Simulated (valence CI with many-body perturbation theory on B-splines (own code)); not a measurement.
**Ho XXVI: E2, M1 decay**

Calculated by relativistic CI+MBPT: six valence electrons over a frozen Dirac-Fock core [Kr], radial functions for each j: 7 s, 7 p, 8 d, 6 f, 4 g, 1 h, with the one-electron correlation potential Σ1 (screened to all orders), the two-electron term Σ2, the three-electron term Σ3, Breit, model QED; selected single and double excitations, second order for the rest, scaled by the run's own slope (own B-spline code, finite nucleus).

No measured spectrum was set against this ion. As an estimate, terms of the open shell hold to 2 to 4 % of their energy, and close levels can change places. Core correlation moves these levels by up to 6600 cm⁻¹, and in measured spectra 5 to 20 % of such shifts remained as error; rates that hang on mixing are uncertain with them. Among the levels kept, up to 800 cm⁻¹ of a level comes from second order outside the variational space, and about a tenth of that is noise between levels of different J, which matters for small intervals. Only levels of the ground parity were solved; by the run's estimate the other parity begins above the list, which can be wrong where configurations are misplaced.

Lines 51 to 100 of 119 in falling wavelength, among levels below 375090 cm⁻¹, chosen from the decays that carry over 1 % of a level's rate. Wavelengths and rates use the calculated energies, so an error of 3000 cm⁻¹ moves a line at 1260 Å by 3.8 % and its rate by three times that or more. Electric multipoles are in the length gauge, E1 and E2 with the static RPA response of the core. S is in atomic units (e²a₀⁴ for E2 and M2, e²a₀⁶ for E3), for M1 in squared Bohr magnetons. Weak lines are less certain than strong ones. Lines between different terms over intervals too small for the method are left out, as are lines whose strength nearly cancels. Where a level lies close to another of its J and parity, the split of strength between their lines is uncertain. The highest levels of a list are the least certain.

Levels are named by their leading jj configuration (3d3/2^4 stands for four electrons in 3d with j = 3/2), which in mixed levels can hold well under half, so a name can repeat and another be missing. Letters in brackets count levels of one name in rising energy.

| λ vac (Å) | Upper | Lower | Type | A (s⁻¹) | S (a.u.) |
| --- | --- | --- | --- | --- | --- |
| 1260 | (4d3/2^2 4d5/2^4) J=0 [a] | (4d3/2^3 4d5/2^3) J=1 [a] | M1 | 1.93e+04 | 1.43e+00 |
| 1259 | (4d3/2^2 4d5/2^4) J=2 [d] | (4d3/2^2 4d5/2^4) J=2 [b] | M1 | 1.42e+03 | 5.27e-01 |
| 1248 | (4d3/2^2 4d5/2^4) J=2 [e] | (4d3/2^2 4d5/2^4) J=2 [c] | M1 | 2.91e+03 | 1.05e+00 |
| 1227 | (4d3/2^3 4d5/2^3) J=1 [b] | (4d3/2^4 4d5/2^2) J=0 | M1 | 2.81e+03 | 5.77e-01 |
| 1201 | (4d3/2 4d5/2^5) J=1 | (4d3/2^2 4d5/2^4) J=0 [a] | M1 | 6.08e+03 | 1.17e+00 |
| 1188 | (4d3/2^3 4d5/2^3) J=2 | (4d3/2^4 4d5/2^2) J=2 | M1 | 5.14e+03 | 1.60e+00 |
| 1179 | (4d3/2^2 4d5/2^4) J=2 [b] | (4d3/2^3 4d5/2^3) J=3 [a] | M1 | 7.76e+03 | 2.36e+00 |
| 1177 | (4d3/2^2 4d5/2^4) J=4 [c] | (4d3/2^3 4d5/2^3) J=3 [c] | M1 | 3.94e+03 | 2.14e+00 |
| 1168 | (4d3/2^2 4d5/2^4) J=4 [a] | (4d3/2^3 4d5/2^3) J=4 [a] | M1 | 1.18e+04 | 6.29e+00 |
| 1165 | (4d3/2^2 4d5/2^4) J=6 | (4d3/2^3 4d5/2^3) J=6 | M1 | 3.97e+03 | 3.02e+00 |
| 1161 | (4d3/2^3 4d5/2^3) J=3 [c] | (4d3/2^3 4d5/2^3) J=3 [a] | M1 | 5.69e+01 | 2.31e-02 |
| 1152 | (4d3/2^2 4d5/2^4) J=2 [e] | (4d3/2^2 4d5/2^4) J=1 | M1 | 2.93e+03 | 8.31e-01 |
| 1152 | (4d3/2^2 4d5/2^4) J=1 | (4d3/2^3 4d5/2^3) J=2 | M1 | 1.37e+03 | 2.33e-01 |
| 1149 | (4d3/2^3 4d5/2^3) J=3 [b] | (4d3/2^4 4d5/2^2) J=2 | M1 | 6.38e+02 | 2.51e-01 |
| 1145 | (4d3/2^2 4d5/2^4) J=6 | (4d3/2^3 4d5/2^3) J=5 | M1 | 1.74e+03 | 1.26e+00 |
| 1129 | (4d3/2^3 4d5/2^3) J=5 | (4d3/2^4 4d5/2^2) J=4 | M1 | 1.41e+03 | 8.25e-01 |
| 1122 | (4d3/2 4d5/2^5) J=1 | (4d3/2^2 4d5/2^4) J=2 [b] | M1 | 1.67e+04 | 2.62e+00 |
| 1111 | (4d3/2^3 4d5/2^3) J=6 | (4d3/2^4 4d5/2^2) J=4 | E2 | 6.82e-02 | 1.34e-03 |
| 1108 | (4d3/2^2 4d5/2^4) J=2 [d] | (4d3/2^3 4d5/2^3) J=1 [b] | M1 | 2.71e+03 | 6.84e-01 |
| 1106 | (4d3/2^2 4d5/2^4) J=4 [b] | (4d3/2^3 4d5/2^3) J=3 [b] | M1 | 1.66e+03 | 7.52e-01 |
| 1104 | (4d3/2^2 4d5/2^4) J=2 [c] | (4d3/2^3 4d5/2^3) J=3 [b] | M1 | 2.46e+03 | 6.14e-01 |
| 1103 | (4d3/2 4d5/2^5) J=4 | (4d3/2^2 4d5/2^4) J=3 [b] | M1 | 4.32e+03 | 1.94e+00 |
| 1070 | (4d3/2^2 4d5/2^4) J=2 [c] | (4d3/2^3 4d5/2^3) J=2 | M1 | 4.07e+03 | 9.23e-01 |
| 1054 | (4d3/2^2 4d5/2^4) J=3 [a] | (4d3/2^3 4d5/2^3) J=4 [a] | M1 | 4.87e+03 | 1.48e+00 |
| 1053 | (4d3/2^2 4d5/2^4) J=5 | (4d3/2^3 4d5/2^3) J=4 [a] | M1 | 3.34e+02 | 1.59e-01 |
| 1052 | (4d3/2^2 4d5/2^4) J=4 [c] | (4d3/2^3 4d5/2^3) J=4 [b] | M1 | 3.23e+03 | 1.25e+00 |
| 1037 | (4d3/2^2 4d5/2^4) J=2 [d] | (4d3/2^2 4d5/2^4) J=2 [a] | M1 | 3.96e+03 | 8.18e-01 |
| 1025 | (4d3/2^2 4d5/2^4) J=4 [a] | (4d3/2^3 4d5/2^3) J=3 [a] | M1 | 3.57e+02 | 1.28e-01 |
| 991.2 | (4d3/2 4d5/2^5) J=1 | (4d3/2^3 4d5/2^3) J=0 | M1 | 1.15e+03 | 1.25e-01 |
| 971.9 | (4d3/2 4d5/2^5) J=4 | (4d3/2^2 4d5/2^4) J=5 | M1 | 8.28e+03 | 2.54e+00 |
| 971.4 | (4d3/2 4d5/2^5) J=4 | (4d3/2^2 4d5/2^4) J=3 [a] | M1 | 3.54e+02 | 1.08e-01 |
| 954.3 | (4d3/2^3 4d5/2^3) J=3 [b] | (4d3/2^4 4d5/2^2) J=4 | M1 | 3.73e+03 | 8.40e-01 |
| 941.8 | (4d3/2 4d5/2^5) J=1 | (4d3/2^2 4d5/2^4) J=2 [a] | M1 | 1.48e+04 | 1.38e+00 |
| 938.0 | (4d3/2^2 4d5/2^4) J=4 [b] | (4d3/2^3 4d5/2^3) J=5 | M1 | 5.77e+03 | 1.59e+00 |
| 936.2 | (4d3/2^2 4d5/2^4) J=3 [a] | (4d3/2^3 4d5/2^3) J=3 [a] | M1 | 6.40e+03 | 1.36e+00 |
| 932.6 | (4d3/2^2 4d5/2^4) J=3 [b] | (4d3/2^3 4d5/2^3) J=4 [a] | M1 | 1.60e+03 | 3.36e-01 |
| 926.9 | (4d3/2^2 4d5/2^4) J=2 [a] | (4d3/2^4 4d5/2^2) J=2 | M1 | 3.64e+02 | 5.37e-02 |
| 901.9 | (4d3/2^2 4d5/2^4) J=2 [e] | (4d3/2^2 4d5/2^4) J=3 [a] | M1 | 2.99e+03 | 4.06e-01 |
| 891.0 | (4d3/2 4d5/2^5) J=4 | (4d3/2^2 4d5/2^4) J=4 [a] | M1 | 1.38e+04 | 3.25e+00 |
| 883.5 | (4d3/2^3 4d5/2^3) J=0 | (4d3/2^4 4d5/2^2) J=2 | E2 | 5.19e+01 | 2.50e-02 |
| 876.5 | (4d3/2^3 4d5/2^3) J=1 [b] | (4d3/2^4 4d5/2^2) J=2 | M1 | 7.54e+02 | 5.65e-02 |
| 874.3 | (4d3/2 4d5/2^5) J=2 | (4d3/2^2 4d5/2^4) J=3 [a] | M1 | 6.43e+03 | 7.96e-01 |
| 852.5 | (4d3/2^2 4d5/2^4) J=2 [d] | (4d3/2^3 4d5/2^3) J=3 [b] | M1 | 1.02e+03 | 1.17e-01 |
| 839.4 | (4d3/2^2 4d5/2^4) J=3 [b] | (4d3/2^3 4d5/2^3) J=3 [a] | M1 | 1.43e+02 | 2.20e-02 |
| 836.6 | (4d3/2^2 4d5/2^4) J=1 | (4d3/2^3 4d5/2^3) J=1 [a] | M1 | 4.32e+03 | 2.81e-01 |
| 832.0 | (4d3/2^2 4d5/2^4) J=2 [d] | (4d3/2^3 4d5/2^3) J=2 | M1 | 1.03e+03 | 1.10e-01 |
| 809.0 | (4d3/2 4d5/2^5) J=4 | (4d3/2^3 4d5/2^3) J=3 [c] | M1 | 4.25e+02 | 7.51e-02 |
| 800.5 | (4d3/2^2 4d5/2^4) J=2 [b] | (4d3/2^4 4d5/2^2) J=2 | M1 | 1.23e+03 | 1.17e-01 |
| 792.3 | (4d3/2^3 4d5/2^3) J=3 [c] | (4d3/2^4 4d5/2^2) J=2 | M1 | 1.50e+03 | 1.94e-01 |
| 769.7 | (4d3/2 4d5/2^5) J=1 | (4d3/2^3 4d5/2^3) J=2 | M1 | 1.27e+03 | 6.45e-02 |
